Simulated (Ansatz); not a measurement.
H5NO3Ti (`[NH2][Ti]([OH])([OH])[OH]`), relaxed with RKS PBE-D4/def2-SVP in the Gaussian-basis code of Ansatz from a rough embedded geometry. The force threshold is 0.03 eV/Å; the program also tests the step.

Charge 0, multiplicity 1.

Start:

```xyz
10

N     0.860   -1.236   -0.894
Ti   -0.047    0.180    0.207
O     0.469    1.907   -0.530
O     0.457    0.106    2.067
O    -1.999   -0.047    0.083
H     0.604   -2.216   -0.414
H     0.395   -1.288   -1.820
H    -0.049    2.596    0.054
H     1.495    0.155    2.090
H    -2.185   -0.156   -0.843
```

(1) By how much does the energy fall, and how many steps does the optimiser take? (Estimate.)

(2) Which bonds change most? (Best estimate.)

(3) Give the relaxed structure. (An estimate is asked.)

Results:

(1) Computed: 129.94 kJ/mol, in 10 steps, 1 of them rejected.

(2) Computed: Ti2–O5 from 1.969 to 1.814 Å; Ti2–O3 from 1.948 to 1.807 Å; N1–Ti2 from 2.010 to 1.888 Å; Ti2–O4 from 1.928 to 1.814 Å.

(3) Ansatz gave: 
```xyz
10

N     0.539   -1.188   -0.899
Ti   -0.091    0.184    0.235
O     0.571    1.747   -0.384
O     0.433   -0.201    1.928
O    -1.905    0.238    0.201
H     0.776   -2.138   -0.594
H     0.854   -1.047   -1.865
H     0.058    2.545   -0.598
H     1.225    0.169    2.356
H    -2.461   -0.309   -0.378
```
